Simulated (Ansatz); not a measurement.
Start from `C[SiH2][SiH2][SeH]` and change one atom or group to get `C[SiH2][SiH2]F`.

Ansatz, PBE0-D4/def2-TZVP geometries, multiplicity 1. Each molecule was computed in one conformer, which needn't be the lowest.

Scalar relativity is left out up to krypton.

```
                                          property  `C[SiH2][SiH2][SeH]`
             LUMO energy (ωB97M-V/def2-TZVPP) / eV                  1.33
                LUMO energy (PBE0/def2-TZVPP) / eV                 -0.40
               HOMO–LUMO gap (PBE/def2-TZVPP) / eV                  4.55
                 LUMO energy (PBE/def2-TZVPP) / eV                 -1.22
                 HOMO energy (PBE/def2-TZVPP) / eV                 -5.77
size of the dipole moment (ωB97M-V/def2-TZVPP) / D                  1.26
```

Task: Give the same properties after the change, and the shifts. (Estimate.)

Result: The calculation gave: 
| property | `C[SiH2][SiH2]F` | shift |
| --- | --- | --- |
| LUMO energy (ωB97M-V/def2-TZVPP) / eV | 1.23 | -0.10 |
| LUMO energy (PBE0/def2-TZVPP) / eV | -0.51 | -0.11 |
| HOMO–LUMO gap (PBE/def2-TZVPP) / eV | 5.49 | 0.94 |
| LUMO energy (PBE/def2-TZVPP) / eV | -1.37 | -0.15 |
| HOMO energy (PBE/def2-TZVPP) / eV | -6.86 | -1.09 |
| size of the dipole moment (ωB97M-V/def2-TZVPP) / D | 1.48 | 0.22 |

With PBE0 the HOMO falls by 1.17 eV and the LUMO falls by 0.11 eV, so the gap widens by about 1.06 eV. PBE moves the HOMO by -1.09 eV and ωB97M-V by -1.12 eV. Dipoles are sizes alone; their direction can turn.

Spin–orbit coupling is left out; it splits and shifts lone-pair levels of the heavy atoms by tenths of an eV.
